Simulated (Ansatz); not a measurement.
Basis-set extrapolation for `FCN[SiH3]` (PBE0-D4/def2-TZVP geometry, frozen core, Ansatz). Multiplicity 1, RHF reference.

```tsv
	def2-TZVPP	def2-QZVPP
HF	-484.293074	-484.311439
MP2 correlation	-0.760822	-0.820848
CCSD(T) correlation	-0.825201	not run
```

Energies in hartree. Use E(X) = E(∞) + A·exp(−7.88·√X) for Hartree–Fock and E(X) = E(∞) + B·X^(−2.97) for correlation, with X = 3 and 4, and add CCSD(T) minus MP2 of the smaller set to the MP2 limit.

Problem. What is the CCSD(T) energy at the basis-set limit?

Solution. HF limit: -484.311439 + (-0.018365) × 0.13774 = -484.31397. MP2 limit: -0.820848 + (-0.060026) × 0.74074 = -0.86531. Higher-order term: -0.825201 − (-0.760822) = -0.06438. Total: -485.24366 hartree, 329.2 kJ/mol below CCSD(T)/def2-TZVPP.
